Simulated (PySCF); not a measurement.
Basis-set dependence of population analyses: `C#CC[Si+](C)C`

C₅H₉Si (charge +1).
Bonds: C1–C2 (triple), C2–C3, C3–Si4, Si4–C5, Si4–C6. Hydrogens: H7 on C1; H8, H9 on C3; H10, H11, H12 on C5; H13, H14, H15 on C6.

PBE0 throughout (PySCF), one geometry, spherical d and f functions. The structure is a single PBE0-D3(BJ)/def2-SVP conformer in the gas phase; no vibrational or solvent corrections. Atoms taken as equivalent share a column and are averaged. The first 7 of 8 kinds of atom are listed.

Mulliken charges (e):

```tsv
basis	functions	C1	C2	C3	Si4	C5/C6	H7	H8/H9
STO-3G	43	-0.091	-0.057	-0.325	+1.015	-0.416	+0.155	+0.149
6-31G	76	-0.368	+0.162	-0.823	+1.185	-0.896	+0.330	+0.306
6-31G*	106	-0.409	+0.278	-0.767	+0.962	-0.821	+0.290	+0.297
def2-SVP	133	-0.344	+0.217	-0.271	+0.759	-0.355	+0.090	+0.166
6-311+G(2d,p)	224	-1.116	+1.405	-1.177	+1.458	-0.851	+0.196	+0.263
def2-TZVP	246	-0.038	-0.091	-0.436	+0.602	-0.462	+0.218	+0.217
```

IAO charges (e):

```json
{"basis": "STO-3G", "functions": "43", "C1": "-0.110", "C2": "-0.065", "C3": "-0.509", "Si4": "+1.286", "C5/C6": "-0.648", "H7": "+0.186", "H8/H9": "+0.196"}
{"basis": "6-31G", "functions": "76", "C1": "-0.171", "C2": "-0.060", "C3": "-0.555", "Si4": "+1.257", "C5/C6": "-0.736", "H7": "+0.229", "H8/H9": "+0.227"}
{"basis": "6-31G*", "functions": "106", "C1": "-0.162", "C2": "-0.067", "C3": "-0.564", "Si4": "+1.338", "C5/C6": "-0.741", "H7": "+0.224", "H8/H9": "+0.219"}
{"basis": "def2-SVP", "functions": "133", "C1": "-0.163", "C2": "-0.066", "C3": "-0.563", "Si4": "+1.350", "C5/C6": "-0.733", "H7": "+0.221", "H8/H9": "+0.217"}
{"basis": "6-311+G(2d,p)", "functions": "224", "C1": "-0.178", "C2": "-0.068", "C3": "-0.577", "Si4": "+1.370", "C5/C6": "-0.758", "H7": "+0.232", "H8/H9": "+0.223"}
{"basis": "def2-TZVP", "functions": "246", "C1": "-0.178", "C2": "-0.068", "C3": "-0.579", "Si4": "+1.379", "C5/C6": "-0.762", "H7": "+0.232", "H8/H9": "+0.223"}
```

Hirshfeld charges (e):

| basis | functions | C1 | C2 | C3 | Si4 | C5/C6 | H7 | H8/H9 |
| --- | --- | --- | --- | --- | --- | --- | --- | --- |
| STO-3G | 43 | -0.053 | -0.082 | -0.024 | +0.751 | -0.083 | +0.101 | +0.065 |
| 6-31G | 76 | -0.066 | -0.056 | -0.093 | +0.682 | -0.158 | +0.126 | +0.096 |
| 6-31G* | 106 | -0.064 | -0.055 | -0.097 | +0.672 | -0.159 | +0.127 | +0.097 |
| def2-SVP | 133 | -0.059 | -0.049 | -0.109 | +0.711 | -0.170 | +0.122 | +0.095 |
| 6-311+G(2d,p) | 224 | -0.056 | -0.053 | -0.116 | +0.705 | -0.169 | +0.124 | +0.097 |
| def2-TZVP | 246 | -0.058 | -0.049 | -0.117 | +0.704 | -0.174 | +0.124 | +0.098 |

ESP-fitted charges (e):

```
        basis  functions      C1      C2      C3     Si4   C5/C6      H7   H8/H9
       STO-3G         43  -0.360  +0.172  -0.552  +1.291  -0.688  +0.264  +0.190
        6-31G         76  -0.503  +0.236  -0.617  +1.171  -0.798  +0.362  +0.236
       6-31G*        106  -0.506  +0.225  -0.576  +1.122  -0.764  +0.369  +0.228
     def2-SVP        133  -0.486  +0.197  -0.524  +1.068  -0.697  +0.360  +0.217
6-311+G(2d,p)        224  -0.561  +0.276  -0.585  +1.045  -0.721  +0.390  +0.234
    def2-TZVP        246  -0.564  +0.286  -0.597  +1.058  -0.722  +0.389  +0.235
```

Some averages cover members that differ in this geometry, most widely: C5/C6, ESP-fitted in 6-311+G(2d,p) -0.767 to -0.675; C5/C6, ESP-fitted in 6-31G* -0.809 to -0.718; C5/C6, ESP-fitted in def2-TZVP -0.767 to -0.677; C5/C6, ESP-fitted in def2-SVP -0.742 to -0.652 e.

Which scheme is steadiest as the basis changes?

Largest range over the bases for any column: Hirshfeld 0.09 e, IAO 0.12 e, ESP-fitted 0.25 e, Mulliken 1.50 e. Hirshfeld charges move least and Mulliken charges most, counted in e. Without the minimal STO-3G basis the ranges are Hirshfeld 0.04, IAO 0.12, ESP-fitted 0.13, Mulliken 1.50 e.

How much do the charges still move between the two largest bases, 6-311+G(2d,p) and def2-TZVP?

At most, over all atoms: Mulliken 1.496 e, IAO 0.009 e, Hirshfeld 0.005 e, ESP-fitted 0.013 e.

What do the same runs give for the total energy and the frontier levels?

```csv
basis,energy (Eh),HOMO (eV),LUMO (eV)
STO-3G,-479.1244,-10.24,-6.02
6-31G,-484.6536,-11.66,-7.65
6-31G*,-484.7188,-11.56,-7.47
def2-SVP,-484.5112,-11.80,-7.51
"6-311+G(2d,p)",-484.8086,-11.81,-7.45
def2-TZVP,-484.8253,-11.80,-7.42
```
